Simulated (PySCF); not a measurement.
Compound: C₅H₁₃NSi.
SMILES with atom numbers: `[CH3:1][N:2]([CH3:3])[C@@H:4]1[CH2:5][CH2:6][SiH2:7]1` (hydrogens: H8, H9, H10 on C1; H11, H12, H13 on C3; H14 on C4; H15, H16 on C5; H17, H18 on C6; H19, H20 on Si7)

Geometry (GFN2-xTB, Å), atoms numbered from 1 in this order:
```
atom  x, y, z in Å
C1     1.515    1.116   -1.111
N2     1.014   -0.070   -0.456
C3     2.045   -0.683    0.356
C4    -0.181    0.211    0.317
C5    -0.924   -1.049    0.809
C6    -2.376   -0.614    0.537
Si7   -1.764    0.780   -0.616
H8     1.830    1.896   -0.399
H9     0.735    1.529   -1.750
H10    2.371    0.847   -1.730
H11    2.889   -0.952   -0.279
H12    1.655   -1.589    0.815
H13    2.406   -0.015    1.156
H14    0.056    0.869    1.175
H15   -0.655   -1.893    0.176
H16   -0.726   -1.315    1.848
H17   -3.003   -1.399    0.123
H18   -2.862   -0.252    1.442
H19   -1.796    0.447   -2.038
H20   -2.233    2.147   -0.377
```

Level of theory: TDDFT wB97X-D/def2-SVPD, vertical, gas phase, core orbitals frozen in the response (PySCF 2.14.0, density-fitted response routines).

Ground-to-excited transition dipoles (e·a0, same axes as the geometry; the sign carries no meaning), for the states with f of 0.002 or more among the lowest 7:

```csv
state,E (hartree),μx,μy,μz
S1,0.2111,0.287,0.061,0.353
S2,0.2410,-0.139,0.242,0.166
S3,0.2525,-0.008,-0.060,0.145
S4,0.2571,0.217,0.240,0.186
S5,0.2604,0.061,0.314,0.046
S6,0.2620,0.360,-0.087,-0.034
S7,0.2761,0.078,-0.481,0.369
```

(1) Work out the oscillator strengths.

(2) What angle do the transition dipoles of S2 and S7 make?

Answers

(1) f = (2/3) ΔE |μ|² with ΔE in hartree (27.2114 eV).

| state | \|μ\|² (au) | \|μ\| (D) | f |
| --- | --- | --- | --- |
| S1 | 0.211 | 1.17 | 0.030 |
| S2 | 0.105 | 0.82 | 0.017 |
| S3 | 0.025 | 0.40 | 0.004 |
| S4 | 0.140 | 0.95 | 0.024 |
| S5 | 0.104 | 0.82 | 0.018 |
| S6 | 0.138 | 0.94 | 0.024 |
| S7 | 0.374 | 1.55 | 0.069 |

(2) |cos θ| = |μa·μb| / (|μa| |μb|) = 0.33, so θ ≈ 71° (taken between 0 and 90°, since the signs are arbitrary).

On Arm Neoverse N1, one thread, on a shared host, this took 1.9 min and 1.1 GiB of memory at its peak.

One conformer stands for the species.

Without π bonds the low states may be Rydberg-like; a valence basis with one diffuse set may place them up to an eV too high.
